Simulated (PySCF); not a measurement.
## SbO₃⁻, singlet: molecular constants

Level of theory: PBE0/[Sb x2c-TZVPall, O x2c-TZVPall], spin-free X2C, density fitting, no spin–orbit coupling, PySCF.

The structure is a minimum.

```xyz
4
charge -1 multiplicity 1, angstrom
Sb    0.0000    0.0000    0.0000
O    -0.0014    0.0000    1.8293
O     1.5849    0.0000   -0.9134
O    -1.5835    0.0000   -0.9158
```

| Item | Value |
| --- | --- |
| Point group | D3h |
| Bond lengths | Sb–O 1.829 Å (×3) |
| Bond angles | O–Sb–O 120.0° (×3) |
| Principal quadrupole moments (Buckingham, traceless) about the centre of mass | -9.19, -9.19, 18.37 D Å |
| Heat capacity Cp at 298.15 K | 63.6 J/(mol K) |
| Rotational constants | 0.21, 0.21, 0.105 cm⁻¹ |
| Highest occupied level | -2.83 eV |
| Zero-point energy | 18.8 kJ/mol |
| Principal polarisabilities | 32.9, 53.5, 53.5 bohr³ |
| Dipole moment about the centre of mass | 0.00 D |
| Enthalpy at 298.15 K above 0 K | 14.60 kJ/mol |
| Rotational symmetry number | 6 |
| Lowest empty level | 2.73 eV |
| Entropy at 298.15 K and 1 bar | 290.6 J/(mol K) |

Harmonic modes (masses in u: Sb 120.904, O 15.995):
```csv
symmetry,ω (cm⁻¹),"IR (km/mol, summed over degenerate members)",μ (u),type
a2'',191,64.6,21.23,bend
e',244,93.6,17.75,bend
a1',790,0.0,15.99,stretch
e',832,276,18.76,stretch
```

In D3h the vibrations span a2'' + 2e' + a1'. The a1' mode carries no infrared intensity, as symmetry demands.

Charges (e):
```csv
atom,Mulliken,Löwdin,polar tensor,Mayer order to Sb1
Sb1,1.29,0.93,1.47,–
"O2,3,4",-0.76,-0.64,-0.82,1.55
```

Mulliken populations on Sb1: s 9.28, p 19.81, d 20.47, f 0.15.

Outer orbital energies (eV). occupied: -5.13, -5.13, -4.83, -3.05, -3.05, -3.03, -3.03, -2.83; empty: 2.73, 3.31, 7.45, 7.45.

Counting electrons, antimony keeps none of its valence electrons outside its bonds, so the VSEPR class is AX3 and the expected shape is trigonal planar (D3h), as computed.

Only a few start shapes were tried, so a lower isomer may exist. The lowest empty level of this anion is unbound, so it and the gap depend on the basis. The basis has no diffuse functions, which an anion would want.

The final relaxation and frequency run took about 7 core-minutes on a shared host.
